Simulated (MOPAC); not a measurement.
Job for MOPAC: PM6 on BH5OSi (SMILES OB[SiH3]).

```
PM6 1SCF PRECISE CHARGE=0 THREADS=1
BH5OSi

O      1.78041739 1    -0.34824882 1    -0.26049769 1
B      0.73948160 1     0.40955974 1     0.15889068 1
Si    -1.15093308 1    -0.28246624 1    -0.07632514 1
H      2.64620154 1     0.05072572 1    -0.11310594 1
H      0.95977341 1     1.47791419 1     0.66269073 1
H     -1.82275065 1    -0.36235062 1     1.24832768 1
H     -1.93456100 1     0.67409250 1    -0.90299247 1
H     -1.21762922 1    -1.61922648 1    -0.71698784 1
```

It printed:

```
*******************************************************************************
 **                                                                           **
 **                              MOPAC v23.2.5                                **
 **                                                                           **
 *******************************************************************************
 ** MOPAC's Digital Object Identifier: https://doi.org/10.5281/zenodo.6511958 **
 **                                                                           **
 ** Please cite the open-source release paper for use of this MOPAC version:  **
 ** J. E. Moussa and J. J. P. Stewart (2026)                                  **
 ** MOPAC: An open-source semiempirical molecular orbital program             **
 ** J. Open Source Softw., 11(119), 8025, https://doi.org/10.21105/joss.08025 **
 *******************************************************************************

                              PM6 CALCULATION RESULTS

 *******************************************************************************
 *  PM6        - The PM6 Hamiltonian to be used
 *
 *
 *
 *                 CHARGE ON SYSTEM = 0
 *
 *
 *
 *  PRECISE    - TIGHTER CRITERIA TO BE USED
 *  1SCF       - DO 1 SCF AND THEN STOP
 *  THREADS=1  - MULTI-THREADING NOT USED
 *  T=         - A TIME OF 172800.0 SECONDS REQUESTED
 *  DUMP=N     - RESTART FILE WRITTEN EVERY 7200.0 SECONDS REQUESTED
 *******************************************************************************
PM6 1SCF PRECISE CHARGE=0 THREADS=1
 BH5OSi

   ATOM   CHEMICAL          X               Y               Z
  NUMBER   SYMBOL      (ANGSTROMS)     (ANGSTROMS)     (ANGSTROMS)

     1       O          1.78041739  *  -0.34824882  *  -0.26049769  *
     2       B          0.73948160  *   0.40955974  *   0.15889068  *
     3      Si         -1.15093308  *  -0.28246624  *  -0.07632514  *
     4       H          2.64620154  *   0.05072572  *  -0.11310594  *
     5       H          0.95977341  *   1.47791419  *   0.66269073  *
     6       H         -1.82275065  *  -0.36235062  *   1.24832768  *
     7       H         -1.93456100  *   0.67409250  *  -0.90299247  *
     8       H         -1.21762922  *  -1.61922648  *  -0.71698784  *



          CARTESIAN COORDINATES

    NO.       ATOM           X           Y           Z

     1         O          1.7804     -0.3482     -0.2605
     2         B          0.7395      0.4096      0.1589
     3        Si         -1.1509     -0.2825     -0.0763
     4         H          2.6462      0.0507     -0.1131
     5         H          0.9598      1.4779      0.6627
     6         H         -1.8228     -0.3624      1.2483
     7         H         -1.9346      0.6741     -0.9030
     8         H         -1.2176     -1.6192     -0.7170

 General Reference for PM6:
 "Optimization of Parameters for Semiempirical Methods V: Modification of NDDO Approximations
 and Application to 70 Elements", J. J. P. Stewart, J. Mol. Mod., 13, 1173-1213 (2007)
 URL: https://link.springer.com/article/10.1007/s00894-007-0233-4

           Empirical Formula: H5 O B Si  =     8 atoms



      MOLECULAR POINT GROUP   :   Cs


      RHF CALCULATION, NO. OF DOUBLY OCCUPIED LEVELS = 9


 -------------------------------------------------------------------------------
 PM6 1SCF PRECISE CHARGE=0 THREADS=1
 BH5OSi



     1SCF WAS SPECIFIED, SO BFGS WAS NOT USED
     SCF FIELD WAS ACHIEVED


                              PM6 CALCULATION
                                                       MOPAC v23.2.5 Linux




          FINAL HEAT OF FORMATION =        -25.19500 KCAL/MOL =    -105.41588 KJ/MOL


          COSMO AREA              =        108.63 SQUARE ANGSTROMS
          COSMO VOLUME            =         95.22 CUBIC ANGSTROMS

          IONIZATION POTENTIAL    =          9.204649 EV
          HOMO LUMO ENERGIES (EV) =         -9.205 -0.118
          NO. OF FILLED LEVELS    =          9
          MOLECULAR WEIGHT        =         59.9344         POINT GROUP:  Cs

          MOLECULAR DIMENSIONS (Angstroms)

            Atom       Atom       Distance
            H     7    H     4     4.68998
            H     8    H     5     3.52767
            H     4    H     6     2.28710


          SCF CALCULATIONS        =          1





   ATOM   CHEMICAL          X               Y               Z
  NUMBER   SYMBOL      (ANGSTROMS)     (ANGSTROMS)     (ANGSTROMS)

     1       O          1.78041739  *  -0.34824882  *  -0.26049769  *
     2       B          0.73948160  *   0.40955974  *   0.15889068  *
     3      Si         -1.15093308  *  -0.28246624  *  -0.07632514  *
     4       H          2.64620154  *   0.05072572  *  -0.11310594  *
     5       H          0.95977341  *   1.47791419  *   0.66269073  *
     6       H         -1.82275065  *  -0.36235062  *   1.24832768  *
     7       H         -1.93456100  *   0.67409250  *  -0.90299247  *
     8       H         -1.21762922  *  -1.61922648  *  -0.71698784  *

                             CARTESIAN COORDINATES

   1    O        1.780417390    -0.348248820    -0.260497690
   2    B        0.739481600     0.409559740     0.158890680
   3   Si       -1.150933080    -0.282466240    -0.076325140
   4    H        2.646201540     0.050725720    -0.113105940
   5    H        0.959773410     1.477914190     0.662690730
   6    H       -1.822750650    -0.362350620     1.248327680
   7    H       -1.934561000     0.674092500    -0.902992470
   8    H       -1.217629220    -1.619226480    -0.716987840


           Empirical Formula: H5 O B Si  =     8 atoms



      MOLECULAR POINT GROUP   :   Cs


                  EIGENVALUES
 -31.10309 -20.40271 -18.51900 -16.47454 -13.80459 -12.79757 -11.54030 -11.49412
  -9.20465  -0.11760  -0.09912   0.97069   1.25244   1.68237   1.84953   2.08794
   3.23121   3.81736   4.36300   4.63737   4.69603   5.61515


              NET ATOMIC CHARGES AND DIPOLE CONTRIBUTIONS

  ATOM NO.   TYPE          CHARGE      No. of ELECS.   s-Pop       p-Pop       d-Pop
    1          O          -0.427245        6.4272     1.72806     4.69918
    2          B          -0.038406        3.0384     1.13096     1.90744
    3         Si           0.131057        3.8689     1.26257     2.13493     0.47145
    4          H           0.315755        0.6842     0.68424
    5          H           0.037909        0.9621     0.96209
    6          H          -0.005969        1.0060     1.00597
    7          H          -0.005971        1.0060     1.00597
    8          H          -0.007130        1.0071     1.00713
 DIPOLE           X         Y         Z       TOTAL
 POINT-CHG.    -0.177     0.854     0.421     0.968
 HYBRID         1.357     0.025    -0.059     1.359
 SUM            1.180     0.879     0.362     1.515


          ATOMIC ORBITAL ELECTRON POPULATIONS

     Atom    s        px        py        pz      x^2-y^2     xz        z^2       yz        xy
    1  O   1.72806   1.32311   1.65783   1.71824
    2  B   1.13096   0.80571   0.73402   0.36771
    3 Si   1.26257   0.66091   0.73347   0.74056   0.11284   0.09762   0.08425   0.10719   0.06954
    4  H   0.68424
    5  H   0.96209
    6  H   1.00597
    7  H   1.00597
    8  H   1.00713

 **********************
 *                    *
 * JOB ENDED NORMALLY *
 *                    *
 **********************




 == MOPAC DONE ==
```

The run finished.

Cost: roughly 0.04 core-seconds.
